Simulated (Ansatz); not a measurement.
`NC#[C][SnH2][OH]`, relaxed with RKS PBE0-D4/def2-TZVP in Ansatz 0.2.0 from a PBE-D4/def2-SVP geometry. The force threshold is 0.005 eV/Å; the program also tests the step.

Total charge 0; spin multiplicity 1. Sn: def2 effective core potential.

Start:

```xyz
10

N     2.235   -0.314    1.712
C     1.260   -0.107    0.815
C     0.395    0.100   -0.047
Sn   -1.063    0.445   -1.494
O    -2.778   -0.440   -0.897
H     2.486   -1.287    1.912
H     2.244    0.286    2.542
H    -1.327    2.147   -1.643
H    -0.686   -0.338   -2.980
H    -2.765   -0.492    0.079
```

```tsv
step	energy (eV)	largest force (eV/Å)	largest move (Å)
1	-11518.1004	1.549	0.000
2	-11518.1821	0.224	0.075
3	-11518.1895	0.070	0.031
4	-11518.1900	0.020	0.012
5	-11518.1901	0.010	0.013
6	-11518.1904	0.012	0.025
7 (rejected)	-11518.1442	1.693	0.155
8	-11518.1905	0.007	0.014
9 (rejected)	-11518.1901	0.150	0.038
10	-11518.1905	0.025	0.015
11 (rejected)	-11518.1904	0.127	0.031
12	-11518.1906	0.027	0.015
13	-11518.1906	0.051	0.015
14	-11518.1907	0.046	0.007
15	-11518.1907	0.022	0.003
16	-11518.1908	0.002	0.011
17	-11518.1908	0.030	0.020
18	-11518.1908	0.014	0.004
19	-11518.1908	0.005	0.004
20	-11518.1908	0.005	0.010
21	-11518.1908	0.011	0.008
22	-11518.1908	0.004	0.001
```

End:

```xyz
10

N     2.198   -0.298    1.697
C     1.226   -0.098    0.805
C     0.374    0.105   -0.036
Sn   -1.051    0.463   -1.479
O    -2.756   -0.261   -0.809
H     2.495   -1.251    1.834
H     2.144    0.236    2.550
H    -1.288    2.133   -1.708
H    -0.697   -0.379   -2.915
H    -2.645   -0.649    0.062
```

Hardware: 4 threads of an Intel Xeon on a shared host. Wall time 59 s, peak host memory 0.53 GiB.
